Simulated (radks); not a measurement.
The thallium ion Tl8+, configuration [Xe] 4f14 5d5.

Calculated with a radial shooting solver on a logarithmic mesh with Libxc functionals: scalar-relativistic Kohn-Sham, exchange-only LDA, spin-polarised, spherical densities, point nucleus; open shells are filled with parallel spins first (spin-orbit coupling, left out, can overturn this in heavy ions).

Energy parts (hartree):
part                   energy
total             -20209.4961
kinetic            22774.0923
electron-nucleus  -50096.7070
Hartree             7468.0812
exchange            -354.9627

Orbitals (lengths in bohr, moments of r in powers of bohr):
| orbital | occ. | eigenvalue (hartree) | <1/r> |
|---|---|---|---|
| 1s up | 1 | -3149.233 | 99.46 |
| 1s down | 1 | -3149.233 | 99.46 |
| 2s up | 1 | -564.5464 | 23.34 |
| 2s down | 1 | -564.5241 | 23.34 |
| 2p up | 3 | -486.3135 | 20.59 |
| 2p down | 3 | -486.2946 | 20.59 |
| 3s up | 1 | -138.2064 | 8.648 |
| 3s down | 1 | -138.1945 | 8.648 |
| 3p up | 3 | -115.6980 | 7.846 |
| 3p down | 3 | -115.6854 | 7.846 |
| 3d up | 5 | -92.36888 | 7.373 |
| 3d down | 5 | -92.35127 | 7.373 |
| 4s up | 1 | -34.34591 | 3.723 |
| 4s down | 1 | -34.32185 | 3.722 |
| 4p up | 3 | -26.96405 | 3.350 |
| 4p down | 3 | -26.93951 | 3.350 |
| 4d up | 5 | -18.31916 | 3.010 |
| 4d down | 5 | -18.28988 | 3.012 |
| 5s up | 1 | -9.28686 | 1.579 |
| 5s down | 1 | -9.13261 | 1.593 |
| 4f up | 7 | -8.74110 | 2.611 |
| 4f down | 7 | -8.70299 | 2.618 |
| 5p up | 3 | -7.19262 | 1.374 |
| 5p down | 3 | -7.01093 | 1.386 |
| 5d up | 5 | -4.73216 | 1.107 |
| 5d down | 0 | -4.52751 | 1.113 |

The highest occupied level is 5d up at -128.77 eV. The density falls to 0.001 e/bohr^3 at r = 2.56 bohr. For comparison, the ionisation energy in NIST's Atomic Spectra Database is 135 eV (theoretical). In exact Kohn-Sham theory the highest level is minus the ionisation energy, but local and semilocal functionals leave it too shallow, through self-interaction and a potential that decays too fast; potentials with the right tail come closer.
